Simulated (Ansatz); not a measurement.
A single point on FH₃Se₃Sn, SMILES `[F][Sn]([SeH])([SeH])[SeH]`.

```yaml
crystal:
  periodic: [false, false, false]
  atoms:
    - {symbol: F, position_ang: [-1.349298, 0.007798, 1.409740]}
    - {symbol: Sn, position_ang: [0.065122, -0.255236, 0.133386]}
    - {symbol: Se, position_ang: [2.266181, -0.192408, 1.336745]}
    - {symbol: Se, position_ang: [-0.313554, 1.667010, -1.443095]}
    - {symbol: Se, position_ang: [-0.238281, -2.543933, -0.842317]}
    - {symbol: H, position_ang: [2.458854, 1.199041, 0.904811]}
    - {symbol: H, position_ang: [-1.152411, 2.297138, -0.412465]}
    - {symbol: H, position_ang: [-1.644413, -2.236410, -1.142603]}
basis:
  gaussian: {orbitals: def2-QZVPP}
correlation: {method: mp2}
```

```sh
$ ansatz run in.yaml --threads 4 --pin off --events-out ev --progress --plain --max-ram 11315MiB
```

Output, abridged:

```
Functional definition: HF
3209 factors; integrals over basis functions are off by at most 6.9e-4 eV
mean field evaluation 1: about -204474.0739 eV, gradient 3.6e1 eV
mean field evaluation 2: about -204474.2282 eV, gradient 3.6e1 eV
mean field evaluation 4: about -204477.1789 eV, gradient 3.1e0 eV
mean field evaluation 8: about -204477.2464 eV, gradient 4.4e-1 eV
mean field evaluation 16: about -204477.2472 eV, gradient 1.5e-6 eV
mean field -204477.24720369 eV, -7514.4002350796 hartree, gradient 1.5e-6 eV, S^2 0.000000; 0 other end points of the search recorded, 0 dependent functions left out
32 core orbitals not correlated: weight in the atoms' cores, before any rotation towards them, 1.000 or more for the frozen orbitals, at most 0.000 for the correlated occupied ones
reference -204477.24720369 eV, -7514.4002350796 hartree; 36, 36 occupied and 428, 428 virtual orbitals, 3209 factors
second order -69.09668467 eV of doubles, -0.00000000 eV of singles
Total energy: -204546.34388837 eV, -7516.9394914059 hartree
```

Hardware: 4 threads of an Intel Xeon Platinum 8375C on a shared host. Wall time 39 s, peak host memory 3.5 GiB.
